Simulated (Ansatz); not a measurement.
A nudged elastic band was laid between two geometries of CH₄ClGeNO (9 atoms, charge 0, multiplicity 1).

These are results of RKS B3LYP/def2-SVP in Ansatz 0.2.0, not measurements.

```json
{
  "movable images": "5",
  "climbing image": "yes",
  "spring": "5.0 eV/Å²",
  "optimiser": "quadratic models (default)",
  "start path": "through a guess of the saddle point",
  "force threshold": "0.03 eV/Å",
  "iteration limit": "60",
  "end points": "relaxed"
}
```

Image 0:

```xyz
9
Properties=species:S:1:pos:R:3
Cl -2.273 0.497 1.880
Ge -0.684 0.854 0.451
N 0.771 -0.265 0.586
C 0.443 -0.829 -0.737
O -0.785 -0.159 -1.047
H -0.601 2.380 0.278
H 1.730 0.012 0.775
H 0.274 -1.921 -0.700
H 1.214 -0.615 -1.503
```

Image 6:

```xyz
9
Properties=species:S:1:pos:R:3
Cl -0.380 1.130 2.557
Ge -1.676 0.643 0.740
N 0.089 -0.774 0.078
C 0.748 -0.280 -1.075
O 0.595 -0.749 -2.167
H -0.989 1.741 -0.215
H 0.595 -0.643 0.959
H -0.271 -1.723 -0.046
H 1.377 0.610 -0.849
```

What changes between the two ends?

Bonds broken: Ge2–O5, C4–H8. Bonds formed: N3–H8.

What energy profile does the band end with?

It converged. The highest image is number 2 of 0 to 6, 3.16 eV above the first end and 3.55 eV above the last; the last end lies 0.39 eV below the first. Neighbouring images differ by up to 2.8 eV, so the band resolves the path poorly. A vibrational analysis at the climbing image gives one clearly imaginary mode, 1106i cm⁻¹: a first-order saddle point. The orbitals stay closed-shell, which can raise the energy where a bond breaks towards radicals; this wasn't checked here.

```csv
image,path coordinate (Å),energy (eV),Ge2–O5 (Å),C4–H8 (Å),N3–H8 (Å)
0,0.00,0.00,1.81,1.11,2.15
1,1.63,0.45,1.89,1.10,2.11
2,3.26,3.16,3.10,1.25,1.58
3,4.00,0.36,3.26,1.79,1.04
4,4.74,-0.16,3.48,2.03,1.02
5,5.48,-0.35,3.77,2.05,1.02
6,6.21,-0.39,3.94,2.04,1.02
```

What is the geometry of the highest image?


```xyz
9
Properties=species:S:1:pos:R:3
Cl -1.198 0.848 2.809
Ge -1.515 0.628 0.599
N 0.238 -0.188 0.292
C 0.655 -0.459 -1.055
O 0.010 -0.024 -2.017
H -0.916 1.966 -0.003
H 0.842 -0.563 1.031
H 0.230 -1.522 -0.549
H 1.742 -0.732 -1.123
```

The run took 8.2 min on 2 threads of Arm Neoverse V2, with other jobs on the host, peak memory 0.3 GiB.
